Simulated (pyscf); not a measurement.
Optimised with ωB97X-D3(BJ)/def2-SVP in PySCF.

Q: `[SbH3]` + `[Cl][Ge][Cl]` [singlet] → `[Cl][SbH2]` + `[Cl][GeH]` [singlet]
Surface: singlet. Broken: H–Sb, Cl–Ge. Formed: Cl–Sb, Ge–H. Give ΔE‡ and ΔE from ωB97M-D3(BJ)/def2-TZVP, relative to the separated reactants.

A: ΔE‡ = 18.7 kcal/mol, ΔE = +19.8 kcal/mol. Zero-point energy shifts the barrier by +1.4 kcal/mol. It is a four-centre exchange, with an imaginary mode of 342i cm⁻¹. On the reactant side the descent ends in a complex, 7.1 kcal/mol under the separated species and 19.7 kcal/mol under the saddle at ωB97X-D3(BJ)/def2-TZVP. On the product side the descent ends in an adduct with a Cl–Ge contact, 14.0 kcal/mol under the separated species and 7.8 kcal/mol under the saddle at ωB97X-D3(BJ)/def2-TZVP. At ωB97M-D3(BJ) the saddle lies under the separated products, which points to a path from their complex (located at ωB97X-D3(BJ) alone), and parting the products costs more than the saddle. What is counted as broken (Cl–Ge) persists as a longer contact in the product adduct; parting that adduct is a step of its own. At ωB97X-D3(BJ)/def2-TZVP the barrier from the zero used here is 12.6 kcal/mol. This is the saddle that the search found; another between the same sides may lie lower. Elements up to Kr have no core potential and no relativistic terms here. Elements past Kr carry the def2 core potentials, without spin-orbit coupling.
